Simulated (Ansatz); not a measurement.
Gas-phase electronic energies from Ansatz, PBE0-D4/def2-TZVP geometries. CCSD(T)/CBS is the MP2 limit (def2-TZVPP, def2-QZVPP) plus CCSD(T) − MP2 in def2-TZVPP, frozen cores. Functionals use def2-TZVPP. B3LYP here is the variant with VWN-RPA as its local correlation; programs differ in this. def2 core potentials past Kr. For I, Sn outer-core shells are correlated without core-valence functions, which leaves a few kJ/mol of doubt a bond. Each species was taken in one conformer, which may not be the lowest.

Consider the cleavage of the Si–Sn bond: `FC[SiH2][SnH3]` + HI → `FC[SiH2]I` + `[SnH4]`.

```
        level  ΔE (kJ/mol)
       PBE-D4        -50.4
      ωB97M-V        -59.7
        B3LYP        -55.4
HF/def2-TZVPP        -70.3
```

What does CCSD(T)/CBS give? (Best estimate.)

Ansatz gave: -56.5 kJ/mol. The listed levels differ from it by 6.1, -3.2, 1.1, -13.8 kJ/mol.

Largest T1 diagnostic among the species: 0.013.

From PBE to PBE0 (25 % exact exchange), in def2-TZVPP and without D4, ΔE moves by −4.7 kJ/mol. In def2-TZVPP, CCSD(T) changes the Hartree–Fock value by +15.6 kJ/mol (the triples alone add +0.7 kJ/mol) and MP2 by +7.7 kJ/mol.
